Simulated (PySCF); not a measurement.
# Exercise with solution: dipole moment from atomic charges

B(F)(H)(SMe) (CH4BFS), SMILES CSBF. Atoms are numbered in the order given.

```xyz
8

B      0.5408    -0.9242     0.0000
F      0.0613    -2.1658     0.0000
H      1.7326    -0.7484     0.0000
S     -0.6271     0.4367     0.0000
C      0.4891     1.8889     0.0000
H      0.2872     2.4899    -0.8966
H      0.2872     2.4899     0.8966
H      1.5368     1.5609     0.0000
```
Charge 0, spin multiplicity 1.

Geometry optimised at TPSSh-D3(BJ)/def2-SVP. Other conformers were not sampled.

Charges (e) from HF/def2-TZVPD in PySCF:

| atom | IAO | ESP fit |
|---|---|---|
| B1 | 0.370 | 0.423 |
| F2 | -0.382 | -0.260 |
| H3 | -0.037 | -0.067 |
| S4 | 0.055 | -0.163 |
| C5 | -0.442 | -0.470 |
| H6 | 0.147 | 0.193 |
| H7 | 0.147 | 0.193 |
| H8 | 0.143 | 0.153 |

The dipole moment of the full density is 2.66 D.

### Question
What dipole moment does each set of point charges give, and which comes closer to that of the density?

### Answer

μ = Σ q r, and 1 e Å = 4.8032 D.
IAO: Σ q r = (0.166, 0.657, 0.000) e Å, |μ| = 3.26 D.
ESP fit: Σ q r = (0.315, 0.463, 0.000) e Å, |μ| = 2.69 D.
ESP fit comes closer in size. Point charges leave out the atoms' own dipoles (lone pairs, polarised bonds); fits to the potential absorb them, partitions of the density don't.
